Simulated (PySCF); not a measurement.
# Electron correlation in Tb⁵⁴⁺ (terbium, charge +54)

[Ne] 3s1, 2S determinant. All numbers are calculated (PySCF 2.14, the spin-free X2C one-electron Hamiltonian (Gaussian nucleus), in an uncontracted even-tempered set (17 s from 13 bohr⁻², ratio 2.5; 12 p from 17 bohr⁻², ratio 2.5; 4 d from 62 bohr⁻², ratio 2.7; 4 f from 94 bohr⁻², ratio 2.7)). Frozen: 1s2; 9 electrons correlated; the 20 highest virtual orbitals of each spin left out.

| level | correlation energy (mhartree) |
| --- | --- |
| CCSD | -346.71 |
| (T) | -0.07 |
| CCSD(T) | -346.78 |

Diagnostics: T1 = 4.8e-05, D1 = 0.0002, largest double amplitude 0.002.

Cost of the coupled-cluster step: roughly 23 core-seconds, for 9 correlated electrons.

At this charge the one-electron X2C treatment keeps the bare 1/r₁₂, with no two-electron picture change or Breit term. The effect here is smaller than on the frozen 1s shell; and a scalar Hamiltonian misses the large spin-orbit splitting of the p shells, which matters for ns² → np² pairs.
